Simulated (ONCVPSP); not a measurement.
# Mn: excitation energies, all-electron against ONCV

Mn, optimised norm-conserving Vanderbilt (ONCV), made with ONCVPSP 4.0.1 (PBE, scalar-relativistic). Core [Ne], reference 3s2 3p6 3d5 4s2. Waves: 3s+4s: rc 1.15 bohr, ncon 4, nbas 8, qcut 7.9 1/bohr, 2 projectors; 3p: rc 1.40 bohr, ncon 5, nbas 8, qcut 9.9 1/bohr, 3 projectors, debl 1 Ha; 3d: rc 1.55 bohr, ncon 4, nbas 8, qcut 12.1 1/bohr, 2 projectors, debl 1.1 Ha. Local part: polynomial inside 0.85 bohr (lpopt 1, dvloc0 0 Ha). Core correction: none.

In the p channel the program set the typed energies aside and used -2.006, 0.250, 1.250 Ha.

Energies are relative to the spin-unpolarised reference configuration 3s2 3p6 3d5 4s2; without spin polarisation the order of configurations can differ from experiment.

(1) Give the all-electron excitation energy and the error of the potential for: 3s2 3p6 3d5 4s1; 3s2 3p6 3d5 4s0; 3s2 3p6 3d4 4s0; 3s2 3p6 3d6 4s0.

Levels in the configuration 3s2 3p6 3d4 4s0:

| level | all-electron (eV) | pseudo (eV) |
| --- | --- | --- |
| 3s | -121.830 | -121.834 |
| 3p | -90.292 | -90.290 |
| 3d | -41.203 | -41.141 |

Answers

(1)

```
valence configuration  charge  ΔE all-electron (eV)  error AE − PS (meV)
      3s2 3p6 3d5 4s1      +1                 8.416                 +0.2
      3s2 3p6 3d5 4s0      +2                24.015                 +2.6
      3s2 3p6 3d4 4s0      +3                56.534                  +12
      3s2 3p6 3d6 4s0      +1                 6.813                  +20
```
